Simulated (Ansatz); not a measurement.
`O[SiH](O)N[SiH2]Cl` at its PBE0-D4/def2-TZVP geometry, where that method's forces vanish. Total charge 0; spin multiplicity 1.

```xyz
12

O     0.6769    2.3045    0.8322
Si    0.9385    0.9403   -0.0195
O     0.1637    1.0966   -1.4535
N     0.3168   -0.4972    0.7136
Si   -1.0403   -1.4006    0.2069
Cl   -0.7412   -2.2342   -1.6715
H    -0.2228    2.6283    0.9019
H     2.4083    0.8386   -0.1102
H     0.1105    0.3268   -2.0260
H     0.8905   -0.9271    1.4256
H    -1.2590   -2.5209    1.1473
H    -2.2419   -0.5549    0.0532
```

(1) What forces (eV/Å) does PBE-D4/def2-TZVPP give on these atoms in Ansatz 0.2.0? (Best estimate.)

Answers

(1) Computed: 
```
O1   0.360  0.312  0.241
Si2  0.247 -0.176  0.008
O3  -0.212  0.426 -0.219
N4   0.001  0.013  0.079
Si5 -0.179 -0.069  0.014
Cl6  0.033 -0.116 -0.268
H7  -0.417  0.156  0.046
H8   0.178  0.004  0.015
H9  -0.038 -0.374 -0.274
H10  0.192 -0.151  0.247
H11 -0.026 -0.122  0.120
H12 -0.140  0.097 -0.009
```
